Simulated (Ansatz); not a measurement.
`[NH2][Mo](=[O])(=[O])[F]` + `[CH3][Mg][N](C)C` → `[CH3][Mo](=[O])(=[O])[F]` + `C[N](C)[Mg][NH2]`  (redistribution)

Calculated with Ansatz (gas phase, PBE0-D4/def2-TZVP geometries, no zero-point term in ΔE). CCSD(T)/CBS adds triple-zeta CCSD(T) − MP2 to the extrapolated MP2 energy (def2 sets, frozen cores). Functionals use def2-TZVPP. B3LYP here is the variant with VWN-RPA as its local correlation; programs differ in this. def2 core potentials past Kr. For Mg, Mo outer-core shells are correlated without core-valence functions, which leaves a few kJ/mol of doubt a bond. Each species was taken in one conformer, which may not be the lowest.

`[NH2][Mo](=[O])(=[O])[F]`:

Z-matrix (Å, degrees):
```
Mo
O 1 1.674
O 1 1.674 2 110.5
N 1 1.914 2 108.1 3 -118.1
F 1 1.852 2 110.0 3 121.6
H 4 1.010 1 123.3 2 -22.3
H 4 1.010 1 123.3 2 141.9
```

`[CH3][Mg][N](C)C`:

```xyz
14

C     2.206    1.212    1.963
Mg    0.769    0.424    0.684
N    -0.546   -0.299   -0.486
C    -1.921   -0.527   -0.133
C    -0.304   -0.695   -1.847
H     2.245    2.304    1.906
H     3.206    0.838    1.724
H     2.005    0.949    3.006
H    -2.211   -1.589   -0.225
H    -2.127   -0.231    0.902
H    -2.621    0.041   -0.773
H    -0.516   -1.765   -2.020
H     0.741   -0.528   -2.135
H    -0.927   -0.135   -2.567
```

`[CH3][Mo](=[O])(=[O])[F]`:

```xyz
8

C     0.758    0.473    0.642
Mo   -0.685   -0.425   -0.578
O    -2.072   -0.494    0.349
O    -0.943    0.651   -1.829
F    -0.090   -2.079   -1.140
H     0.421    1.455    0.979
H     0.930   -0.168    1.511
H     1.681    0.586    0.067
```

`C[N](C)[Mg][NH2]`:

Cartesian coordinates in Å:
```
C 1.077 -1.135 -0.826
N 0.039 -0.491 -0.066
C -0.867 -1.466 0.478
Mg -0.112 1.383 0.185
N -0.262 3.245 0.435
H 0.677 -1.722 -1.671
H 1.673 -1.836 -0.215
H 1.779 -0.407 -1.250
H -1.356 -2.069 -0.307
H -1.666 -0.994 1.061
H -0.361 -2.183 1.149
H -0.765 3.890 -0.156
H 0.145 3.784 1.184
```

CCSD(T)/CBS gives +8.2 kJ/mol.

Q: Another level gave +10.9 kJ/mol. Which?
A. B3LYP/def2-TZVPP
B. RPA@PBE/def2-TZVPP
C. HF/def2-TZVPP
D. LDA (SPW92)/def2-TZVPP

A: B. RPA@PBE/def2-TZVPP 10.9, B3LYP 15.2, HF/def2-TZVPP 2.0, LDA (SPW92) 25.5 kJ/mol.

Largest T1 diagnostic among the species: 0.025, so the coupled-cluster value is less sure than usual.

In def2-TZVPP, CCSD(T) changes the Hartree–Fock value by +6.1 kJ/mol (the triples alone add +4.1 kJ/mol) and MP2 by +7.3 kJ/mol. Leaving LDA and LC-ωPBE aside and taking each functional with its dispersion term where it has one, the values, not all of them listed here, spread over 11.4 kJ/mol, from BHLYP-D4 to revPBE-D4. LDA lies +4.6 kJ/mol from PBE without D4. From PBE to PBE0 (25 % exact exchange), in def2-TZVPP and without D4, ΔE moves by −4.9 kJ/mol.
